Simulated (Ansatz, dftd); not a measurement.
System: BiI$_{2}$, charge 0, doublet. BiI2 (SMILES [I][Bi][I], doublet).
B3LYP-D3(BJ)/def2-TZVP minimum from Ansatz (a quantum-chemistry and plane-wave program):
```xyz
3

Bi     0.1121    -0.6263     0.7737
I      2.0549     0.8623    -0.6151
I     -2.2304     0.1185    -0.5965
```
Charge 0, spin multiplicity 2.

Quantity: atomisation energy (electronic, to ground-state atoms), in kcal/mol. Open shells are spin-unrestricted; no spin-orbit coupling. Correlated methods leave the cores frozen (noble-gas shells, and filled d and f shells in the p block). Past Kr the def2 sets carry scalar-relativistic core potentials. CBS(X,Y): correlation extrapolated as X^-3, Hartree-Fock from the larger set. A bracket is a step between two methods taken in the basis named. Spin-orbit terms, left out, reach several kcal/mol for Br and I, and more for heavier atoms.

| level | program | atomisation energy (kcal/mol) | difference against the last row |
|---|---|---|---|
| HF/def2-QZVPP | Ansatz | 47.5 | -58.1 |
| r2SCAN-D3(BJ)/def2-TZVPD | Ansatz + dftd3 | 110.4 | 4.8 |
| r2SCAN-D4/def2-TZVPD | Ansatz + dftd4 | 110.3 | 4.7 |
| r2SCAN/def2-TZVPD | Ansatz | 109.6 | 4.0 |
| B3LYP-D4/def2-TZVPD | Ansatz + dftd4 | 112.1 | 6.5 |
| PBE0-D3(BJ)/def2-TZVPD | Ansatz + dftd3 | 111.6 | 6.0 |
| r2SCANh/def2-TZVPD | Ansatz | 106.8 | 1.2 |
| CAM-B3LYP/def2-TZVPD | Ansatz | 101.4 | -4.2 |
| B2PLYP-D4/def2-TZVPD | Ansatz + dftd4 | 105.5 | -0.1 |
| CCSD/def2-SVP | Ansatz | 74.8 | -30.8 |
| CCSD(T)/def2-QZVPP | Ansatz | 100.2 | -5.4 |
| CCSDT(Q)/def2-SVP | Ansatz | 79.3 | -26.3 |
| CCSD(T)/CBS(def2-TZVPP,def2-QZVPP) + [CCSDT(Q) - CCSD(T)]/def2-SVP | Ansatz | 105.6 | 0.0 |
